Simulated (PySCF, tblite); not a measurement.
Isomers of C4H14O2SSi2, one GFN2-xTB conformer each. Single-point energies are computed at PBE0/pcSseg-1 (PySCF, gas phase, no added dispersion term), electronic only.

```
                 SMILES  GFN2-xTB relative energy (kJ/mol)
CS[SiH2]OC(C)(C)O[SiH3]                                0.0
CC(C)OC[Si@H](O)[SiH2]S                              247.1
```

Conformers: `[CH3:1][S:2][SiH2:3][O:4][C:5]([CH3:6])([CH3:7])[O:8][SiH3:9]` with C1–S2–Si3–O4 -45°, S2–Si3–O4–C5 -178°, Si3–O4–C5–C6 -120°, O4–C5–O8–Si9 180°; `[CH3:1][CH:2]([CH3:3])[O:4][CH2:5][Si@H:6]([OH:7])[SiH2:8][SH:9]` with C1–C2–O4–C5 -79°, C2–O4–C5–Si6 -172°, O4–C5–Si6–O7 -49°, C5–Si6–O7–H 39°, C5–Si6–Si8–S9 -179°.

Q: What does PBE0/pcSseg-1 give for the same structures?

A: 
```tsv
SMILES	PBE0/pcSseg-1 E (Eh)	PBE0/pcSseg-1 (kJ/mol)	GFN2-xTB (kJ/mol)	point group
CS[SiH2]OC(C)(C)O[SiH3]	-1287.74737	0.0	0.0	C1
CC(C)OC[Si@H](O)[SiH2]S	-1287.72047	70.6	247.1	C1
```

Both levels put the same isomer lowest. As drawn, the higher has an O–H bond, an S–H bond and an Si–Si bond, which the lower lacks.

Q: Which frontier levels, dipoles and rotational constants go with these structures?

A: 
```csv
SMILES,"HOMO (eV, PBE0/pcSseg-1)",LUMO (eV),dipole (D),"A, B, C (MHz)"
CS[SiH2]OC(C)(C)O[SiH3],-6.52,0.06,3.75,"1966, 500.1, 453.3"
CC(C)OC[Si@H](O)[SiH2]S,-6.99,-0.51,4.31,"2955, 324.8, 312.3"
```

Q: What happens when harmonic zero-point energies from GFN2-xTB frequencies are added?

A: 
| SMILES | ZPE (kJ/mol) | electronic (kJ/mol) | with ZPE (kJ/mol) |
| --- | --- | --- | --- |
| CS[SiH2]OC(C)(C)O[SiH3] | 446.7 | 0.0 | 0.0 |
| CC(C)OC[Si@H](O)[SiH2]S | 450.4 | 70.6 | 74.3 |

The zero-point energies span 3.7 kJ/mol. The order is unchanged.

Q: As an exercise, what shares would exp(−E/RT) give at 2000 K from these electronic energies alone (no entropy, no degeneracies)?

A: RT = 16.629 kJ/mol: CS[SiH2]OC(C)(C)O[SiH3] 98.6 %, CC(C)OC[Si@H](O)[SiH2]S 1.4 %.
